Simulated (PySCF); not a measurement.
## ORD: SMILES CB[C@]12C[C@H]1[C@H]2F, C5H8BF

Geometry:
```csv
atom,x (Å),y (Å),z (Å)
C1,2.268,-0.330,0.124
B2,0.832,-0.973,0.133
C3,-0.402,-0.152,-0.190
C4,-0.645,1.319,-0.484
C5,-1.469,0.644,0.549
C6,-1.861,-0.519,-0.266
F7,-2.546,-0.307,-1.436
H8,2.813,-0.685,-0.751
H9,2.275,0.756,0.085
H10,2.857,-0.644,0.983
H11,0.706,-2.121,0.344
H12,0.101,2.029,-0.153
H13,-1.112,1.580,-1.425
H14,-1.594,0.842,1.594
H15,-2.227,-1.432,0.191
```

Method: TDDFT CAM-B3LYP/def2-SVPD circular dichroism and optical rotation, one conformer, gas phase in PySCF. Geometry: GFN2-xTB.

The molecule is flexible and this is one conformer; a measurement averages over conformers.

Stereocentres: C3 S, C5 R, C6 R.

Task: Give the optical rotatory dispersion at 633, 589.3, 546, 436, 405, 365, 355 nm.

Result: [α] in deg dm⁻¹ (g/mL)⁻¹:
```tsv
λ (nm)	origin-invariant length gauge	modified velocity gauge	length gauge (centre of mass)	isotropic polarisability (au)
633	-74.9	-72.9	-75.8	71.9
589.3	-87.6	-85.2	-88.6	72.2
546	-103.6	-100.8	-104.9	72.5
436	-172.7	-168.5	-175.0	74.1
405	-205.4	-200.6	-208.2	74.9
365	-263.7	-258.1	-267.5	76.2
355	-282.1	-276.3	-286.3	76.6
```

Task: And for the mirror image at 589.3 nm?

Result: +87.6 deg dm⁻¹ (g/mL)⁻¹ (origin-invariant length gauge): the same size and the opposite sign.

Task: What is the molar rotation [Φ] = [α]·M/100 of the geometry above at 589.3 nm?

Result: With M = 97.93 g/mol, -85.7 deg cm² dmol⁻¹ (origin-invariant length gauge).

The first excitation lies at 5.81 eV (213 nm) with R = -14.9 × 10⁻⁴⁰ esu² cm² (velocity form).
